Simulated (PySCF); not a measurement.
C2H4BFS2.
Geometry (PBE0-D3(BJ)/def2-SVP, Å), atoms numbered from 1 in this order:
```xyz
10
C2H4BFS2 angstrom
F     -0.508    0.960   -1.623
C     -0.575    0.780   -0.271
C     -0.735   -0.686    0.054
S      0.871   -1.556    0.003
B      1.844   -0.123    0.411
S      0.952    1.430    0.499
H     -1.426    1.368    0.112
H     -1.421   -1.148   -0.671
H     -1.154   -0.805    1.065
H      3.021   -0.194    0.638
```

Computed at PBE0/pcSseg-1 (PySCF, non-relativistic), with Q(33S) = −0.0678 b, Q(11B) = 0.04059 b: S4, 33S (I = 3/2): χzz = -33.16 MHz, η = 0.515; B5, 11B (I = 3/2): χzz = 3.439 MHz, η = 0.537; S6, 33S (I = 3/2): χzz = -31.84 MHz, η = 0.539.

Q: Where would the pure quadrupole (NQR) lines of 33S at S4 fall for the rigid, isolated species?

A: From ν = (|χ|/2)√(1 + η²/3): ν = 17.30 MHz (sulfur bonded to B and C).

Q: Find the zero-field quadrupole resonance frequencies of 11B at B5.

A: From ν = (|χ|/2)√(1 + η²/3): ν = 1.800 MHz (three-coordinate boron).

Q: Find the zero-field quadrupole resonance frequencies of 33S at S6.

A: From ν = (|χ|/2)√(1 + η²/3): ν = 16.67 MHz (sulfur bonded to B and C).

In a crystal, neighbours and librations shift these lines. A larger basis could move these couplings by a tenth or more.

These values come from a run that also computed NMR shieldings. Hardware: an x86-64 server with one thread, no GPU (shared host). Cost: 24 s of wall time.

One conformer stands for the species.
